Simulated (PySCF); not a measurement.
Be (beryllium, neutral) across methods

[He] 2p2, high-spin 3P determinant (an excited configuration). All numbers are calculated (PySCF 2.14, the non-relativistic Hamiltonian (point nucleus), in aug-cc-pCVQZ).

| method | E (hartree) | mean ε 1s α (eV) | mean ε 1s β (eV) | mean ε 2p α (eV) | Σ⟨r²⟩ (bohr²) | ⟨S²⟩ |
| --- | --- | --- | --- | --- | --- | --- |
| r2SCAN | -14.4268 | -110.54 | -110.20 | -3.534 | 21.06 | 2.000 |
| M06-2X | -14.4186 | -119.35 | -119.23 | -4.694 | 21.64 | 2.000 |
| PBE0 | -14.4081 | -113.92 | -113.52 | -4.161 | 21.15 | 2.000 |
| PBE | -14.4119 | -108.10 | -107.68 | -3.419 | 21.09 | 2.000 |
| TPSSh | -14.4384 | -111.93 | -111.54 | -3.692 | 21.09 | 2.000 |
| LDA | -14.2282 | -106.74 | -106.33 | -3.394 | 21.33 | 2.000 |
| LC-wPBE | -14.3980 | -113.93 | -113.54 | -6.263 | 20.45 | 2.000 |
| UHF | -14.33632 | -130.73 | -130.42 | -6.041 | 22.14 | 2.000 |
